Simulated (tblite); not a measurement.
C4H5F5Si.
Z-matrix (Å and degrees, GFN2-xTB geometry), rows numbered from 1:
```
F 
C   1  1.3364
F   2  1.3292  1  107.58
F   2  1.3351  1  107.21  3  -115.66
C   2  1.5542  1  110.65  3   123.70
F   5  1.3553  2  107.65  1   -65.70
F   5  1.3590  2  107.14  1  -179.09
C   5  1.4973  2  110.89  1    59.37
C   8  1.3232  5  124.48  2   -99.26
Si  9  1.8995  8  127.85  5    -1.22
H   8  1.0829  5  111.70  2    80.03
H   9  1.0816  8  115.67  5   179.34
H  10  1.4649  9  104.53  8   169.95
H  10  1.4581  9  109.90  8    51.37
H  10  1.4605  9  108.13  8   -72.33
```

All values are computed: GFN2-xTB (tblite) harmonic vibrations without scaling, gas phase. The method is semi-empirical: single wavenumbers can be off by several per cent or more. Modes of hydrogen on silicon can be 10 to 20 % off. One conformer, not necessarily the lowest.

Harmonic wavenumbers (cm⁻¹): 36.9, 47.0, 130.4, 133.4, 157.3, 179.8, 235.7, 249.2, 334.5, 361.6, 378.3, 436.8, 490.9, 525.1, 531.5, 569.4, 592.6, 642.6, 694.1, 732.6, 752.7, 782.9, 790.9, 802.8, 938.7, 983.1, 1044.4, 1099.9, 1111.3, 1143.2, 1175.1, 1215.7, 1317.5, 1684.4, 2261.5, 2294.9, 2317.0, 3046.4, 3063.7.

A = 1813, B = 795.0, C = 745.1 MHz; mass 176.008 u (most abundant isotopes); point group C1, symmetry number 1.

Question: What is the zero-point energy?

Answer: Half the sum of the wavenumbers: 17643 cm⁻¹ = 211.05 kJ/mol.

Question: Entropy at 400 K, 1 bar (ideal gas, RRHO, classical rotation)?

Answer: Translation 179.45, rotation 129.53, vibration 191.08: S = 500.1 J/(mol K).

Question: And Cp and H(400 K) − H(0)?

Answer: Cp = 214.42 J/(mol K), of which vibrations give 181.16 (their classical limit is 39 R = 324.3); H(400 K) − H(0) = 52.38 kJ/mol without the zero-point energy, 39.08 from vibrations.

Question: What must be added to the electronic energy to get the Gibbs energy at 400 K and 1 bar?

Answer: ZPE + [H(400 K) − H(0)] − T·S = 211.05 + 52.38 − 200.02 = 63.41 kJ/mol.

Question: Blend soft modes into free rotors: weight 1/[1 + (100 cm⁻¹/ν̃)⁴] for the oscillator and the rest for a rotor with moment μB/(μ + B), μ = h/(8π²ν), B = 10⁻⁴⁴ kg m². What vibrational entropy results?

Answer: 175.30 J/(mol K) in place of 191.08, which changes −T·S at 400 K by +6.31 kJ/mol.

Question: Which modes carry the vibrational entropy at 400 K?

Answer: 36.9 cm⁻¹: 25.11; 47.0 cm⁻¹: 23.10; 130.4 cm⁻¹: 14.68; 133.4 cm⁻¹: 14.50; 157.3 cm⁻¹: 13.16; 179.8 cm⁻¹: 12.08 J/(mol K); the other 33 give 88.44 together.

Question: How do the functions run with temperature in this model?

Answer: 
```tsv
T (K)	S (J/(mol K))	Cp (J/(mol K))	H − H(0) (kJ/mol)	G − H(0) (kJ/mol)	ln q(vib)
150	344.7	110.1	10.64	-41.07	3.69
250	412.6	158.5	24.12	-79.01	6.73
298.15	442.3	179.0	32.26	-99.60	8.19
600	596.5	260.0	100.24	-257.64	16.86
900	709.7	297.1	184.41	-454.34	24.31
```

q(vib) and H(0) count from the zero-point level.

Hindered rotation and anharmonicity are outside this model. Other conformers, if any are populated, would add a mixing term that is left out. The structure is chiral; the term R ln 2 for an equal mix with its mirror image is left out.
